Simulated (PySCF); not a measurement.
Core-level binding energies of `BNc1ccccc1`

Compound: C₆H₈BN.
Cartesian coordinates in Å at the PBE0-D3(BJ)/def2-SVP level; atoms count from 1:
```xyz
16
C6H8BN angstrom
B      2.7447   -0.6531   -0.6659
N      1.8027    0.3051   -0.2799
C      0.4243    0.1916   -0.0351
C     -0.2247   -1.0491    0.0036
C     -1.5928   -1.1135    0.2455
C     -2.3381    0.0464    0.4590
C     -1.6945    1.2813    0.4270
C     -0.3261    1.3540    0.1814
H      3.8832   -0.2811   -0.8198
H      2.4234   -1.8014   -0.8448
H      2.1318    1.2580   -0.1689
H      0.3487   -1.9631   -0.1538
H     -2.0830   -2.0898    0.2727
H     -3.4113   -0.0133    0.6512
H     -2.2602    2.2013    0.5929
H      0.1720    2.3277    0.1525
```

Method: delta-SCF UKS SCAN, pcX-2 on the ionised atom, pcseg-1 elsewhere, spin-free X2C in PySCF 2.14.0. Each binding energy is the total energy of the core-ionised species, with the hole localised on one atom, minus that of the ground state; both are solved self-consistently, so orbital relaxation is included.

**Question.** Give the core binding energies atom by atom.

**Answer.** 
```
atom(s)                       environment  level  binding energy (eV)  above the level's lowest (eV)  count
     C6                aromatic CH carbon   C 1s               290.01                           0.00      1
  C4/C8                aromatic CH carbon   C 1s               290.08                          +0.07      2
  C5/C7                aromatic CH carbon   C 1s               290.28                          +0.27      2
     C3  aromatic carbon bearing nitrogen   C 1s               291.43                          +1.42      1
     N2              boron-bound nitrogen   N 1s               405.54                           0.00      1
```

Lowest listed C 1s: C6, bonded to 2 C (aromatic in the SMILES) and H. Highest, 1.42 eV above it: C3, bonded to N and 2 C (aromatic in the SMILES). The widest gap between neighbouring values is 1.15 eV, between 290.28 and 291.43 eV. Summing the Pauling electronegativity differences to the bonded atoms, each weighted by its formal bond order, gives -0.35 for the lowest site and +0.49 for the highest; no listed site has a larger sum than the highest.

**Question.** Which effective nuclear charge Zeff reproduces each element's mean 1s value in the hydrogen-like formula E = 13.606 eV × Zeff²?

**Answer.** C (Z = 6): mean 290.4 eV, Zeff = 4.62, Z − Zeff = 1.38; N (Z = 7): mean 405.5 eV, Zeff = 5.46, Z − Zeff = 1.54. Means run over the listed sites, weighted by atom count.

**Question.** Express the binding energy of C 1s of C6 in atomic units and per mole.

**Answer.** 290.01 eV = 10.6577 Eh = 27982 kJ/mol.

Topologically equivalent atoms share the value of their first member; where this conformer doesn't relate them by symmetry, their own values could differ. Not every level is listed. The unrestricted hole states depart most from a pure doublet (⟨S²⟩ = 0.75; over 0.85 named) for C 1s of C3 (0.87), which makes this value less certain. No level of boron is listed. The structure is a single PBE0-D3(BJ)/def2-SVP conformer in the gas phase; no vibrational or solvent corrections.
